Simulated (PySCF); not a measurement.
# Electron correlation in V²⁺ (vanadium, charge +2)

[Ar] 3d3, high-spin 4F determinant. All numbers are calculated (PySCF 2.14, no relativity, point nucleus, in def2-QZVPPD (11s6p5d3f2g, 93 functions)). Frozen: [Ne]; 11 electrons correlated.

```csv
level,correlation energy (mhartree)
CCSD,-318.87
(T),-6.58
CCSD(T),-325.45
```

Diagnostics: T1 = 0.0044, D1 = 0.0093, largest double amplitude 0.028.

Cost of the coupled-cluster step: about 70 core-seconds, for 11 correlated electrons.

Iterations:

```
CC2 = 0
CCSD nocc = (np.int64(7), np.int64(4)), nmo = (88, 88)
frozen orbitals [[0, 1, 2, 3, 4], [0, 1, 2, 3, 4]]
max_cycle = 100
direct = 0
conv_tol = 1e-08
conv_tol_normt = 1e-06
diis_space = 8
diis_start_cycle = 0
Init t2, MP2 energy = -0.297034760963594
Init E_corr(UCCSD) = -0.29703476096466
cycle = 1  E_corr(UCCSD) = -0.314250449382334  dE = -0.0172156884  norm(t1,t2) = 0.0282266
cycle = 2  E_corr(UCCSD) = -0.317939785031099  dE = -0.00368933565  norm(t1,t2) = 0.00643744
cycle = 3  E_corr(UCCSD) = -0.318811480949413  dE = -0.000871695918  norm(t1,t2) = 0.00227838
cycle = 4  E_corr(UCCSD) = -0.318891350965293  dE = -7.98700159e-05  norm(t1,t2) = 0.000419267
cycle = 5  E_corr(UCCSD) = -0.318866215686077  dE = 2.51352792e-05  norm(t1,t2) = 0.000146886
cycle = 6  E_corr(UCCSD) = -0.318867754939713  dE = -1.53925364e-06  norm(t1,t2) = 3.1846e-05
cycle = 7  E_corr(UCCSD) = -0.318868314978187  dE = -5.60038473e-07  norm(t1,t2) = 8.13153e-06
cycle = 8  E_corr(UCCSD) = -0.318868166036778  dE = 1.48941409e-07  norm(t1,t2) = 1.78154e-06
cycle = 9  E_corr(UCCSD) = -0.318868162567341  dE = 3.46943718e-09  norm(t1,t2) = 2.76036e-07
UCCSD converged
E(UCCSD) = -942.5063022192127  E_corr = -0.3188681625673406
UCCSD(T) correction = -0.00657792213123092
```

This basis was not built for core-valence correlation, so the inner-shell part is incomplete.
